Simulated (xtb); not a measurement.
BeH2OSe, SMILES [OH][Be][SeH]. All values are semi-empirical tight-binding results from xtb (GFN2-xTB unless named), good for trends rather than for accurate numbers. Geometry: GFN2-xTB. The values are those of a single conformer.

Optimised geometry:

```xyz
5

Be     0.0281     1.2094     0.0000
O      0.0115     2.5695     0.0000
H     -0.0013     3.5119     0.0000
Se    -0.0447    -0.8143     0.0000
H      1.3152    -1.2193     0.0000
```

For metal compounds this method's bond lengths and energies can be far off.

Computed properties:
| Item | Value |
|---|---|
| point group as xtb finds it | Cs |
| orbital gap | 4.95 eV |
| zero-point energy | 14.0 kcal/mol |
| G − E(el) at 298.15 K (modified RRHO) | -3.1 kcal/mol |

Q: Give the atomic charges and the Wiberg bond orders between heavy atoms. (The exact figures need the calculation; the answer reports its results.)

A: charges (e) Be1 0.65, O2 -0.57, H3 0.32, Se4 -0.61, H5 0.20. Bond orders Be1–O2 1.30, Be1–Se4 0.86.
